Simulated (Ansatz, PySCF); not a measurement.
Cl₄HSi₂, SMILES Cl[Si](Cl)(Cl)[SiH]Cl, multiplicity 2. Atoms are numbered in the order given.

```xyz
7

Cl     2.6212    -1.2705    -0.2513
Si     1.6247     0.4727    -0.7352
Si    -0.5495     0.2449     0.0047
Cl    -0.6523    -0.0696     2.0252
Cl    -1.4275    -1.3385    -0.9434
Cl    -1.5718     1.9615    -0.4482
H      2.3235     1.6316    -0.1072
```
Charge 0, spin multiplicity 2.

Geometry optimised at ωB97X-D3(BJ)/def2-SVP. The isomer is the one that the SMILES or the coordinates give; other isomers of the formula were not compared. One conformer was computed; it need not be the lowest.

Two levels are set side by side: PBE-D3(BJ)/def2-SVP (Ansatz, a first-principles code) and ωB97X-D3(BJ)/def2-SVP (PySCF). Each level has its own optimised geometry; the coordinates shown are those of the second. Frequencies come from the Hessian of PySCF at each geometry. Differences are taken from unrounded values.

```csv
quantity,ωB97X-D3(BJ)
mean bond length (Å),2.001
bond Cl1–Si2 (Å),2.065
bond Si2–Si3 (Å),2.308
bond Si3–Cl4 (Å),2.047
bond Si3–Cl5 (Å),2.044
bond Si3–Cl6 (Å),2.049
bond Si2–H7 (Å),1.492
highest harmonic wavenumber (cm⁻¹),2238
mean harmonic wavenumber (cm⁻¹),482
zero-point energy (kcal/mol),10.34
```

**Question.** What does PBE-D3(BJ) give, and how far is it from ωB97X-D3(BJ)? (An estimate is asked for; the answer gives what the named calculation found.)

**Answer.** 
```tsv
quantity	PBE-D3(BJ)	PBE-D3(BJ) minus ωB97X-D3(BJ)
mean bond length (Å)	2.025	0.024
bond Cl1–Si2 (Å)	2.084	0.019
bond Si2–Si3 (Å)	2.340	0.032
bond Si3–Cl4 (Å)	2.073	0.026
bond Si3–Cl5 (Å)	2.068	0.024
bond Si3–Cl6 (Å)	2.074	0.025
bond Si2–H7 (Å)	1.510	0.018
highest harmonic wavenumber (cm⁻¹)	2120	-118
mean harmonic wavenumber (cm⁻¹)	452	-31
zero-point energy (kcal/mol)	9.69	-0.66
```

Exact exchange shortens and stiffens bonds; PBE has none. Differences between two approximate levels are no errors against the true value.
